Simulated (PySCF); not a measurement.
Distorted geometries of [Pr(OH)4]−

[Pr(OH)4]− (singlet in the valence; each metal's 4f electrons, 2 of them, lie in its core potential, out of spins and levels). PySCF 2.14.0, RKS TPSS, Pr lcecp-1-SVP with ECP48, O def2-SVP, H def2-SVP; non-relativistic Hamiltonian with scalar-relativistic core potentials where named; density fitting; no spin-orbit coupling. Relaxed geometry:

```xyz
9

Pr    0.0000    0.0000    0.0000
O     1.4102    1.1301    1.2812
H     1.9848    1.6790    1.8297
O    -1.4102   -1.1301    1.2812
H    -1.9848   -1.6790    1.8297
O     1.1300   -1.4101   -1.2811
H     1.6789   -1.9848   -1.8297
O    -1.1300    1.4101   -1.2811
H    -1.6789    1.9848   -1.8297
```

Order these distorted geometries by energy above the relaxed one, lowest first.
A.
```xyz
9

Pr   -0.1079    0.0458   -0.0931
O     1.3938    1.0401    1.4444
H     1.8772    1.9217    1.7565
O    -1.4461   -1.0729    1.2131
H    -2.0401   -1.7223    1.6767
O     1.2116   -1.4377   -1.1628
H     1.6759   -2.1290   -1.8028
O    -1.0114    1.4010   -1.2285
H    -1.5530    1.9531   -1.8035
```
B.
```xyz
9

Pr   -0.0194    0.0129    0.0121
O     1.4103    1.1392    1.2717
H     1.9682    1.6164    1.8154
O    -1.3745   -1.0982    1.2459
H    -1.9866   -1.6473    1.8654
O     1.0701   -1.3933   -1.2644
H     1.7006   -2.0316   -1.8664
O    -1.1071    1.4282   -1.2912
H    -1.6616    1.9736   -1.7884
```
C.
```xyz
9

Pr   -0.0302    0.0552    0.0072
O     1.2696    1.2107    1.2758
H     2.0023    1.6109    1.8881
O    -1.3796   -1.0483    1.1644
H    -1.9290   -1.8631    1.8578
O     1.1659   -1.4831   -1.2121
H     1.5785   -1.9537   -1.9932
O    -1.0151    1.4194   -1.2874
H    -1.6625    2.0519   -1.7007
```

B (0.53 eV), A (1.01 eV), C (1.28 eV).

Which forces (eV/Å) act in the one that lies 1.01 eV up?


```
Pr   4.11 -3.08  3.68
O    0.76  2.24  0.27
H   -1.48 -2.53 -1.00
O   -1.41 -1.13  0.77
H    0.78  0.87 -0.58
O    1.09 -1.87 -2.03
H   -1.41  2.10  1.92
O   -2.33  3.15 -2.87
H   -0.12  0.26 -0.16
```
Forces carry noise of the integration grid, about 0.01 to 0.03 eV/Å.

No frequency check is given that shows the relaxed geometry to be a minimum. An lcecp potential fixes the number of 4f electrons, so in runs with it no electron can move into or out of that shell.
